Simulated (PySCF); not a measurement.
Static response to an electric field

C3H13BGeSi.
Geometry (PBE0-D3(BJ)/def2-SVP, Å), atoms numbered from 1 in this order:
```
atom  x, y, z in Å
C1    -1.933    1.541    0.252
B2    -1.509    0.122   -0.261
C3    -2.132   -1.171    0.364
Si4   -0.092   -0.015   -1.721
C5     1.561    0.630   -1.048
Ge6    2.120   -0.266    0.598
H7    -2.941    1.573    0.697
H8    -1.814    2.368   -0.464
H9    -1.230    1.747    1.086
H10   -2.613   -1.026    1.345
H11   -1.459   -2.041    0.397
H12   -2.938   -1.454   -0.346
H13   -0.477    0.800   -2.925
H14    0.119   -1.425   -2.195
H15    1.472    1.708   -0.836
H16    2.351    0.509   -1.806
H17    3.503    0.228    1.067
H18    1.091    0.025    1.712
H19    2.180   -1.791    0.388
```

Level: CAM-B3LYP/def2-SVPD (PySCF), static field, nuclei fixed, core orbitals frozen in the response. The polarisability tensor in these axes (au):

```
x   119.44  -0.52   1.17
y    -0.52 104.42  -1.37
z     1.17  -1.37 109.56
```

Q: Diagonalise the tensor; give its mean and Δα, where Δα² is half the sum of the squared differences of the eigenvalues.

A: Principal values 104.08, 109.74 and 119.61 au; mean 111.14 au = 16.47 Å³ = 18.32 × 10⁻⁴⁰ C²·m²/J; Δα = 13.61 au (12 % of the mean).

Q: What is the dipole moment, and where does it point?

A: (-0.43, 0.55, 0.40) D, 0.80 D in size, pointing from the negative to the positive side. Measured along this direction, the outermost atoms are H19 and H14 at the negative end and H7 at the positive end.

Q: Give the principal axes and the span of the nuclei along them.

A: Largest value along (0.99, -0.04, 0.12), where the nuclei span 6.50 Å; middle along (-0.13, -0.24, 0.96), 4.82 Å; least along (0.01, 0.97, 0.24), 4.07 Å. The response follows the extents in order.

Q: Refractivity n − 1 of an ideal gas of it at 400 K and 1 atm, from the electronic α?

A: N = p/kT = 1.8347 × 10¹⁹ cm⁻³, so n − 1 = 2π × N × 16.47 × 10⁻²⁴ cm³ = 1899 × 10⁻⁶ at long wavelengths.

Q: What are the principal values of the traceless quadrupole moment, Θ = ½Σq(3rr − r²1), about the centre of nuclear charge?

A: -3.80, -0.44, 4.25 D·Å. The values depend on the origin, since the dipole doesn't vanish. The electronic extent ⟨r²⟩ about the same centre is 1554 bohr², a root-mean-square distance of 2.30 Å for the 82 electrons.

Q: Sum over states: ᾱ = Σ f/ω², ω in Eh. What share falls to these 10 lowest TDDFT singlets (eV, f)? 4.60, 0.0092; 6.09, 0.0016; 6.64, 0.0250; 6.99, 0.0177; 7.04, 0.0152; 7.26, 0.0149; 7.71, 0.0060; 7.79, 0.0233; 7.87, 0.0081; 7.89, 0.0054.

A: They add up to 2.00 au, 1.8 % of the 111.14 au; the largest single term is 0.42 au, from the state at 6.64 eV. Terms in order: 0.32, 0.03, 0.42, 0.27, 0.23, 0.21, 0.07, 0.28, 0.10, 0.06 au. Higher excitations give the rest. The strengths listed sum to 0.126.

One conformer (not necessarily the lowest) at the PBE0-D3(BJ)/def2-SVP geometry, without solvent, vibrations or thermal averaging. The calculation is non-relativistic, for germanium too.
